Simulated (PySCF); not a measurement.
B(Cl)2(OSiH3) (BCl2H3OSi), SMILES O([SiH3])B(Cl)Cl. Coordinates come from a PBE-D3(BJ)/def2-SVP optimisation. The structure was generated by enumeration, and PubChem lists no compound with its InChIKey, so it may never have been made. One conformer was computed; it need not be the lowest.

Computed with PBE-D3(BJ)/def2-SVP in PySCF 2.14.0.

Harmonic wavenumbers (cm⁻¹): 85, 100, 109, 242, 334, 500, 507, 686, 702, 805, 904, 915, 925, 950, 1367, 2190, 2203, 2217. Rotational constants (GHz): 3.400, 1.502, 1.055; symmetry number 1.

Q: Work out the zero-point energy and the ideal-gas rigid-rotor harmonic-oscillator thermochemistry at 298.15 K and 1 atm.

A: ZPE = ½ Σ hcν = ½ × 15743 cm⁻¹ = 22.51 kcal/mol. H − E(el) = 27.42 kcal/mol. Entropy in cal/(mol K): translation 40.47, rotation 28.48, vibration 16.20, total 85.15. G − E(el) = 2.03 kcal/mol. Cp = 24.00 cal/(mol K). Modes under 150 cm⁻¹ make the vibrational entropy uncertain.
